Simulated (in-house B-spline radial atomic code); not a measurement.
# Ionising In6+ with different functionals

Computed with a B-spline radial code for spherical atoms: non-relativistic Hamiltonian, point nucleus, spin-polarised at highest spin, spherical fractional occupations for the functionals, the average over the highest-spin determinants for Hartree-Fock. The ionisation energy is the difference of two self-consistent energies, [Kr] 4d7 → [Kr] 4d6, without Breit or QED terms; ε is the level of the shell that loses the electron (its least bound occupied spin orbital). There is no spin-orbit coupling in this Hamiltonian.

Hybrids are left out here: with spherical fractional occupations of an open shell their exact exchange keeps a self-interaction that integer-occupation calculations don't have.

```
           method          rung  ΔSCF (eV)  -ε(4d) (eV)
     Hartree-Fock  Hartree-Fock     110.02       111.39
         LDA VWN5           LDA     112.31       102.51
         LDA PW92           LDA     112.30       102.51
LDA exchange-only           LDA     110.05       100.34
              PBE           GGA     111.95       102.19
           PBEsol           GGA     111.94       102.18
             BLYP           GGA     111.78       102.01
             RPBE           GGA     111.89       102.13
             PW91           GGA     112.07       102.30
             BP86           GGA     112.07       102.29
             AM05           GGA     112.02       102.24
             OLYP           GGA     112.29       102.51
             TPSS      meta-GGA     111.79       102.06
             SCAN      meta-GGA     111.57       101.99
           r2SCAN      meta-GGA     111.58       102.01
            M06-L      meta-GGA     111.74       102.10
          revTPSS      meta-GGA     111.72       101.99
```

Q: How do they compare with the NIST value?

A: NIST lists 109 eV ± 2 (tabulated theory, ground level to ground level). Errors run from +1.02 to +3.31 eV; all lie within about twice that uncertainty, so the table can't rank the methods. Hartree-Fock also lacks correlation.
